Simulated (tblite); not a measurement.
Compound: C4H9BF3N.
SMILES with atom numbers: `[CH2:1]=[C:2]([BH2-:3][NH2+:4][CH3:5])[C:6]([F:7])([F:8])[F:9]` (hydrogens: H10, H11 on C1; H12, H13 on B3; H14, H15 on N4; H16, H17, H18 on C5)
Bond orders are those of one Lewis drawing.

Computed with GFN2-xTB (tblite), gas phase: L-BFGS steps from a force-field or distance-geometry start until the largest atomic force falls under 0.01 eV/Å.

Step 16: E = -856.9430 eV
```
atom  x, y, z in Å  |  force x, y, z in eV/Å
C1     -1.5675   -1.5858    0.3702    0.037   0.060   0.007
C2     -1.2199   -0.3468    0.0376   -0.032   0.024  -0.023
B3      0.1155    0.0501   -0.7935   -0.123  -0.001  -0.063
N4      1.3618   -0.1785    0.2321    0.090   0.012   0.012
C5      2.6522    0.1377   -0.3770    0.050   0.010  -0.020
C6     -2.1924    0.7184    0.4695    0.009   0.006   0.032
F7     -2.4378    0.6710    1.8078    0.015  -0.039   0.016
F8     -3.4027    0.6123   -0.1164    0.035  -0.046  -0.017
F9     -1.7916    1.9797    0.2465    0.049   0.007  -0.010
H10    -0.9485   -2.4229    0.0896   -0.042   0.010   0.023
H11    -2.4710   -1.8190    0.9164    0.033  -0.016  -0.030
H12     0.2877   -0.7013   -1.6960   -0.017  -0.048  -0.019
H13     0.1508    1.1866   -1.1205   -0.029   0.039   0.013
H14     1.3304   -1.1499    0.5291    0.004  -0.018   0.008
H15     1.2042    0.4063    1.0483   -0.018   0.032   0.014
H16     3.4919   -0.0271    0.3004   -0.049  -0.020   0.053
H17     2.7829   -0.4768   -1.2647   -0.009  -0.014   0.001
H18     2.6453    1.1790   -0.6911   -0.002   0.004   0.006
```

Step 17: E = -856.9444 eV
```
atom  x, y, z in Å  |  force x, y, z in eV/Å
C1     -1.5680   -1.5848    0.3717    0.030   0.052   0.001
C2     -1.2198   -0.3472    0.0345   -0.008   0.031  -0.030
B3      0.1145    0.0513   -0.7989   -0.107  -0.013  -0.035
N4      1.3635   -0.1763    0.2294    0.003   0.008   0.000
C5      2.6547    0.1379   -0.3764    0.026   0.004  -0.010
C6     -2.1923    0.7168    0.4702    0.024  -0.014   0.021
F7     -2.4352    0.6617    1.8088    0.006  -0.009   0.001
F8     -3.4024    0.6098   -0.1161    0.036  -0.034  -0.004
F9     -1.7928    1.9792    0.2500    0.038  -0.004   0.006
H10    -0.9537   -2.4257    0.0909   -0.051   0.027   0.031
H11    -2.4717   -1.8100    0.9218    0.048  -0.035  -0.038
H12     0.2893   -0.7024   -1.6998   -0.021  -0.028  -0.012
H13     0.1480    1.1892   -1.1236   -0.024   0.016   0.008
H14     1.3298   -1.1470    0.5280    0.005  -0.025   0.003
H15     1.2035    0.4088    1.0447   -0.018   0.041   0.016
H16     3.4871   -0.0301    0.3072    0.005  -0.012   0.050
H17     2.7865   -0.4764   -1.2632    0.002  -0.032  -0.014
H18     2.6502    1.1783   -0.6909    0.005   0.027   0.007
```

Step 18: E = -856.9453 eV
```
atom  x, y, z in Å  |  force x, y, z in eV/Å
C1     -1.5678   -1.5832    0.3727    0.015   0.031  -0.002
C2     -1.2200   -0.3468    0.0321    0.012   0.027  -0.026
B3      0.1119    0.0518   -0.8030   -0.054  -0.012  -0.014
N4      1.3647   -0.1749    0.2280   -0.061   0.006  -0.011
C5      2.6568    0.1381   -0.3763   -0.002  -0.003   0.005
C6     -2.1917    0.7159    0.4710    0.028  -0.017   0.007
F7     -2.4334    0.6557    1.8095    0.000   0.011  -0.006
F8     -3.4014    0.6075   -0.1160    0.030  -0.018   0.005
F9     -1.7927    1.9787    0.2522    0.025  -0.010   0.020
H10    -0.9577   -2.4269    0.0922   -0.037   0.027   0.025
H11    -2.4712   -1.8052    0.9243    0.042  -0.040  -0.030
H12     0.2897   -0.7037   -1.7023   -0.027  -0.012  -0.005
H13     0.1457    1.1910   -1.1252   -0.023  -0.003   0.001
H14     1.3296   -1.1456    0.5274    0.005  -0.013  -0.002
H15     1.2028    0.4110    1.0427   -0.013   0.034   0.004
H16     3.4839   -0.0323    0.3124    0.035  -0.005   0.035
H17     2.7887   -0.4767   -1.2626    0.011  -0.033  -0.012
H18     2.6533    1.1784   -0.6907    0.013   0.029   0.008
```

**Question.** Estimate the geometry and energy of step 19. (The exact step hangs on the optimiser's Hessian estimate; all steps are aligned on step 18, rigid shifts and turns removed.)

**Answer.** E = -856.9460 eV, largest force 0.075 eV/Å
```
atom  x, y, z in Å  |  force x, y, z in eV/Å
C1     -1.5672   -1.5815    0.3732    0.001   0.008  -0.003
C2     -1.2201   -0.3460    0.0303    0.018   0.015  -0.013
B3      0.1091    0.0520   -0.8059    0.001  -0.004  -0.005
N4      1.3646   -0.1739    0.2271   -0.073   0.005  -0.017
C5      2.6580    0.1382   -0.3762   -0.020  -0.007   0.016
C6     -2.1909    0.7151    0.4716    0.022  -0.008  -0.003
F7     -2.4323    0.6524    1.8099   -0.001   0.019  -0.005
F8     -3.4001    0.6057   -0.1159    0.020  -0.007   0.007
F9     -1.7920    1.9782    0.2539    0.016  -0.008   0.026
H10    -0.9607   -2.4271    0.0934   -0.012   0.016   0.012
H11    -2.4699   -1.8032    0.9250    0.025  -0.034  -0.015
H12     0.2893   -0.7047   -1.7038   -0.032  -0.002  -0.004
H13     0.1438    1.1920   -1.1260   -0.022  -0.013  -0.007
H14     1.3297   -1.1450    0.5269    0.002   0.006  -0.006
H15     1.2022    0.4130    1.0416   -0.011   0.021  -0.013
H16     3.4825   -0.0336    0.3160    0.033   0.002   0.013
H17     2.7902   -0.4776   -1.2624    0.013  -0.021   0.003
H18     2.6553    1.1789   -0.6904    0.018   0.014   0.012
```

The energy changes by -0.0006 eV. The first-order estimate −F·Δx gives -0.0009 eV and the mean of the old and new forces, exact on a quadratic surface, -0.0006 eV. The step makes an angle of 60° with the force vector and moves no atom by more than 0.004 Å.

What follows is the cost of the whole relaxation. The run took 1.3 s wall on one thread of an Arm Neoverse V1, shared host with 32 logical CPUs at a one-minute load of 30.
